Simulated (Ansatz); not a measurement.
Z-matrix (Å, degrees):
```
W
N 1 1.755
N 1 1.951 2 106.6
N 1 1.753 2 114.9 3 -118.2
O 1 1.912 2 109.0 3 120.9
H 2 1.007 1 155.6 3 118.0
H 3 1.007 1 123.4 2 19.5
H 3 1.007 1 123.3 2 -143.8
H 4 1.007 1 158.5 2 -1.8
H 5 0.959 1 119.2 2 -18.4
```

Total charge 0; spin multiplicity 1. W: def2 effective core potential.

Problem. List the PBE0/def2-TZVPP orbital energies in eV (Ansatz). (Best estimate.)

Solution. Ansatz gave: Occupied: -522.62, -391.17, -390.90, -390.74, -82.72, -45.93, -45.70, -45.59, -27.28, -23.45, -21.79, -21.42, -14.03, -13.96, -13.29, -12.41, -11.92, -10.49, -10.15, -8.64, -8.55, -8.00, -7.56, -7.27. Lowest empty: -0.36, -0.30, 0.23, 0.69, 0.74, 0.96, 1.94, 2.13.
